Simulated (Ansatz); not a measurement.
Molecule: sum formula AlH2F, net charge 0, singlet state. 
Geometry from a B3LYP-D3(BJ)/def2-TZVP (Ansatz, a program for electronic structure) optimisation:
```xyz
4

F      1.0774    -0.1894    -0.0104
Al    -0.5530     0.0972     0.0053
H     -1.4963    -1.1576     0.0018
H     -1.0116     1.5985     0.0224
```
Charge 0, spin multiplicity 1.

Quantity: vertical ionisation energy (to the doublet state of charge +1; each state is the SCF solution reached for its spin), in eV. Correlated levels leave the core frozen unless marked. Open shells are spin-unrestricted. Spin-orbit coupling is left out. Non-relativistic. CBS marks a two-point X^-3 extrapolation of the correlation energy; Hartree-Fock from the larger set. The bracket is a focal-point correction in the basis named. The program attaches cautions to a run behind MP2/def2-QZVPPD: other roots. The program attaches cautions to a run behind SCS-MP2/def2-SVPD: other roots. The program attaches cautions to a run behind SCS-MP2/def2-TZVPPD: other roots. The program attaches cautions to a run behind CCSD(T)/def2-SVPD: other roots. The program attaches cautions to a run behind CCSD(T)/aug-cc-pV(Q+d)Z: other roots. The program attaches cautions to a run behind CCSD(T)/def2-QZVPPD: other roots. The program attaches cautions to a run behind RI-MP2/CBS(aug-cc-pV(T+d)Z,aug-cc-pV(Q+d)Z)+[CCSD(T)-MP2]/aug-cc-pV(T+d)Z: other roots. The program attaches cautions to a run behind CCSD(T)/CBS(aug-cc-pV(T+d)Z,aug-cc-pV(Q+d)Z): other roots.

```
level                                                                      program  vertical ionisation energy (eV)
-------------------------------------------------------------------------  -------  -------------------------------
wB97X-V/def2-TZVPD                                                          Ansatz                            11.72
MP2/def2-QZVPPD                                                             Ansatz                            11.83
RI-MP2/def2-TZVPPD                                                          Ansatz                            11.79
SCS-MP2/def2-SVPD                                                           Ansatz                            11.81
SCS-MP2/def2-TZVPPD                                                         Ansatz                            11.93
CCSD(T)/def2-SVPD                                                           Ansatz                            11.69
CCSD(T)/aug-cc-pV(Q+d)Z                                                     Ansatz                            11.80
CCSD(T)/def2-QZVPPD                                                         Ansatz                            11.80
RI-MP2/CBS(aug-cc-pV(T+d)Z,aug-cc-pV(Q+d)Z)+[CCSD(T)-MP2]/aug-cc-pV(T+d)Z   Ansatz                            11.85
CCSD(T)/CBS(aug-cc-pV(T+d)Z,aug-cc-pV(Q+d)Z)                                Ansatz                            11.82
```
